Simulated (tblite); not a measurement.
Compound: C8H8FP.
Structure used (GFN2-xTB), in Å, numbered top down from 1:
```xyz
18
C8H8FP angstrom
F     -0.165   -1.913   -1.485
C     -0.777   -0.958   -0.751
C     -2.023   -0.506   -1.140
C     -2.644    0.468   -0.376
C     -2.021    0.967    0.756
C     -0.772    0.502    1.126
C     -0.116   -0.458    0.363
P      1.516   -1.152    0.862
C      2.531   -0.484   -0.523
C      2.509    0.393    0.700
H     -2.488   -0.917   -2.022
H     -3.618    0.833   -0.665
H     -2.513    1.719    1.354
H     -0.289    0.885    2.014
H      2.017   -0.137   -1.409
H      3.449   -1.014   -0.739
H      1.978    1.334    0.638
H      3.417    0.445    1.286
```

Calculated harmonic vibrations of the isolated species, GFN2-xTB (tblite), most abundant isotopes, no scaling. Errors from tens to a few hundred cm⁻¹ against measured bands are possible. One conformer, not necessarily the lowest.

Harmonic wavenumbers (cm⁻¹): 46.5, 95.7, 129.6, 191.7, 242.8, 276.7, 346.9, 428.7, 458.6, 499.3, 518.7, 650.9, 669.1, 694.3, 712.8, 779.7, 793.2, 798.7, 806.6, 878.9, 881.4, 913.2, 927.5, 998.9, 1009.7, 1044.5, 1081.7, 1133.8, 1141.7, 1148.2, 1177.1, 1218.3, 1236.0, 1316.5, 1398.9, 1424.4, 1427.2, 1449.4, 1575.8, 1588.1, 3049.2, 3054.7, 3057.9, 3071.7, 3076.0, 3086.2, 3096.2, 3106.8.

A = 2122, B = 928.4, C = 723.4 MHz; mass 154.035 u (most abundant isotopes); point group C1, symmetry number 1.

**Question.** Zero-point energy?

**Answer.** Half the sum of the wavenumbers: 29355 cm⁻¹ = 351.17 kJ/mol.

**Question.** What is S at 350 K and 1 bar for an ideal gas of classical rigid rotors and harmonic oscillators?

**Answer.** Translation 175.01, rotation 126.69, vibration 124.27: S = 426.0 J/(mol K).

**Question.** And Cp and H(350 K) − H(0)?

**Answer.** Cp = 180.53 J/(mol K), of which vibrations give 147.27 (their classical limit is 48 R = 399.1); H(350 K) − H(0) = 35.54 kJ/mol without the zero-point energy, 23.90 from vibrations.

**Question.** Blend soft modes into free rotors: weight 1/[1 + (100 cm⁻¹/ν̃)⁴] for the oscillator and the rest for a rotor with moment μB/(μ + B), μ = h/(8π²ν), B = 10⁻⁴⁴ kg m². What vibrational entropy results?

**Answer.** 115.91 J/(mol K) in place of 124.27, which changes −T·S at 350 K by +2.93 kJ/mol.

**Question.** Which modes carry the vibrational entropy at 350 K?

**Answer.** 46.5 cm⁻¹: 22.08; 95.7 cm⁻¹: 16.12; 129.6 cm⁻¹: 13.65; 191.7 cm⁻¹: 10.51; 242.8 cm⁻¹: 8.67; 276.7 cm⁻¹: 7.68 J/(mol K); the other 42 give 45.56 together.

**Question.** What must be added to the electronic energy to get the Gibbs energy at 350 K and 1 bar?

**Answer.** ZPE + [H(350 K) − H(0)] − T·S = 351.17 + 35.54 − 149.09 = 237.62 kJ/mol.

**Question.** How do the functions run with temperature in this model?

**Answer.** 
```
 T (K)  S (J/(mol K))  Cp (J/(mol K))  H − H(0) (kJ/mol)  G − H(0) (kJ/mol)  ln q(vib)
   150          318.4            87.8               8.85             -38.92       2.31
   250          373.5           133.2              19.82             -73.56       4.45
298.15          399.0           156.4              26.80             -92.16       5.53
   400          451.5           201.9              45.11            -135.49       7.92
   600          546.7           267.0              92.52            -235.51      12.77
   900          666.8           323.8             181.97            -418.19      19.82
```

q(vib) and H(0) count from the zero-point level.

Hindered rotation and anharmonicity are outside this model. Other conformers, if any are populated, would add a mixing term that is left out. The structure is chiral; the term R ln 2 for an equal mix with its mirror image is left out.
